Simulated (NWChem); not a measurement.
# TaF$_{5}$; SMILES [F][Ta]([F])([F])([F])[F]

```xyz
6

Ta     0.0000     0.0000     0.0000
F      0.0000     0.0000     1.8806
F      0.0000     0.0000    -1.8806
F      1.3102     1.3102     0.0000
F      0.4796    -1.7898     0.0000
F     -1.7898     0.4796     0.0000
```
Atoms are numbered in this order, from 1.

Level: PBE0/def2-SVP with def2 effective core potentials on Ta (NWChem), optimised geometry, unscaled harmonic frequencies. def2 effective core potentials on Ta; no spin-orbit coupling.

List the harmonic frequencies with IR intensities, and the thermochemistry.


```
frequency (cm⁻¹)  IR intensity (km/mol)
----------------  ---------------------
100                                 4.6
100                                 4.6
200                                27.2
200                                27.2
241                                27.9
280                                 0.0
280                                 0.0
676                                 0.0
696                               276.5
731                               162.0
731                               162.0
746                                 0.0
```

```
Quantity                                                                           Result
-----------------------------------------------------------------------  ----------------
zero-point energy                                                            7.1 kcal/mol
thermal correction to the enthalpy at 298.15 K (with zero-point energy)     12.3 kcal/mol
heat capacity Cv                                                         22.7 cal/(mol K)
entropy at 298.15 K and 1 atm (symmetry number 6)                        84.3 cal/(mol K)
```

Rigid rotor and harmonic oscillator; modes under 100 cm⁻¹ make the entropy uncertain.
